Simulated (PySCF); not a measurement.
**Electronic structure of In⁺ (indium, charge +1) at the UHF level**

Configuration: [Kr] 4d10 5s1 6s1, high-spin 3S determinant (an excited configuration). Computed with PySCF 2.14 in aug-cc-pwCVTZ-DK3 (10s9p7d4f1g, 109 functions), with the spin-free X2C one-electron Hamiltonian (Gaussian nucleus).

| Quantity | Value |
| --- | --- |
| Total energy | -5877.476447 hartree |
| One-electron energy | -8070.6345 hartree |
| Hartree (Coulomb) energy | 2351.6147 hartree |
| Exchange energy | -158.4566 hartree |
| ⟨S²⟩ | 2.0009 |
| ⟨L²⟩ | 0.000 |
| Sum of ⟨r⟩ | 34.37 bohr |
| Sum of ⟨r²⟩ | 74.32 bohr² |
| Langevin diamagnetic susceptibility | -58.9 ×10⁻⁶ cm³/mol |

```csv
shell,electrons,mean orbital energy (eV),"rms radius, mean of both spins (bohr)"
1s α,1,-28089.6,0.0342
1s β,1,-28089.5,0.0342
2s α,1,-4307.6,0.139
2s β,1,-4307.5,0.139
2p α,3,-3862.9,0.124
2p β,3,-3862.9,0.124
3s α,1,-866.83,0.371
3s β,1,-866.62,0.371
3p α,3,-717.12,0.372
3p β,3,-717.05,0.372
3d α,5,-484.42,0.352
3d β,5,-484.41,0.352
4s α,1,-157.16,0.907
4s β,1,-156.73,0.907
4p α,3,-110.07,0.990
4p β,3,-109.96,0.990
4d α,5,-40.224,1.26
4d β,5,-39.981,1.26
5s α,1,-22.091,2.56
6s α,1,-6.920,6.47
```

The outer electron is Rydberg-like, and this basis confines it to a smaller radius and binds it less than a complete one would.

Densities and radii are taken from the X2C orbitals without a picture-change correction, which distorts them close to the nucleus.
